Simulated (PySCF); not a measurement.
```xyz
4
charge 0 multiplicity 1, angstrom
Y     0.0000    0.0000    0.0000
F     2.0098    0.0000    0.0000
F    -1.0049    1.7406    0.0000
F    -1.0049   -1.7406    0.0000
```

These are results of B3LYP in PySCF with Y def2-TZVP with ECP28, F def2-TZVP; scalar-relativistic core potentials, no spin–orbit coupling; density-fitted integrals, not measurements.

This geometry of YF3 is a stationary point at this level.

Problem. What is the point group?

Solution. D3h.

Problem. Is it a minimum?

Solution. Yes: all harmonic wavenumbers are real, though the softest, 57 cm⁻¹, leaves little margin.

Problem. What are the dipole moment and the gap between the highest occupied and lowest empty levels?

Solution. 0.00 D and 7.41 eV.

Problem. Give the atomic charges and bond orders.

Solution. 
```tsv
atom	Mulliken	Löwdin	polar tensor	Mayer order to Y1
Y1	1.58	0.88	2.49	–
F2,3,4	-0.53	-0.29	-0.83	0.84
```

Problem. Give the ideal-gas entropy at 298.15 K and 1 bar by parts.

Solution. translation 171.0, rotation 95.7, vibration 48.1, spin 0.0; total 314.8 J/(mol K).

Other isomers or separated fragments may lie lower.
